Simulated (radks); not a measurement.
Problem. The mean radii <r> (bohr) of the occupied orbitals of an atom or ion are listed with their occupations. Method: scalar-relativistic Kohn-Sham, LDA (Slater exchange, VWN5 correlation), spin-polarised, spherical densities, point nucleus; computed with a radial shooting solver on a logarithmic mesh with Libxc functionals.

orbital  occ.      <r>
1s down     1  0.02320
1s up       1  0.02320
2s up       1  0.09903
2s down     1  0.09902
2p up       3  0.08713
2p down     3  0.08713
3s up       1   0.2609
3s down     1   0.2608
3p up       3   0.2591
3p down     3   0.2589
3d up       5   0.2364
3d down     5   0.2362
4s up       1   0.5934
4s down     1   0.5933
4p up       3   0.6285
4p down     3   0.6284
4d up       5   0.6890
4d down     5   0.6896
5s up       1    1.431
5s down     1    1.448
5p up       3    1.669
5p down     3    1.698
4f up       5    1.016

Name the element and its charge. Open shells, if any, are filled with parallel spins first.

Solution. Z = 61, promethium, charge +2: Pm2+ in [Xe] 4f5. The 1s radius gives Z: for a bare nucleus <r> = (2 gamma + 1)/(2Z) with gamma = sqrt(1 - (Z/c)^2), 0.02288 bohr for Z = 61, and screening makes it slightly larger (0.02320 here). The occupations add up to 59, and the charge is Z minus that.
